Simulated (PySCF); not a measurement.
Positional isomers: silole boryl. Isolated molecules, 0 K electronic values unless said otherwise. One relaxed conformer stands for each flexible species; it need not be the lowest. Strings in code marks are SMILES.

Method: PBE-D3(BJ)/def2-TZVP // r2SCAN-D4/def2-TZVP in PySCF. Delta-SCF ions had no search for a lower state. Excitations are Tamm–Dancoff values on a coarser integration grid. The basis has no diffuse functions, so Rydberg states are missing or too high.

| species | vertical ionisation energy (Delta-SCF) (eV) | HOMO (eV) | S1–T1 gap (TDA) (eV) | S1 oscillator strength |
|---|---|---|---|---|
| `BC1=CC=C[SiH2]1` | 9.22 | -6.45 | 1.12 | 0.000 |
| `BC1=C[SiH2]C=C1` | 9.02 | -6.21 | 1.20 | 0.016 |
| `B[SiH]1C=CC=C1` | 8.84 | -6.06 | 0.94 | 0.011 |
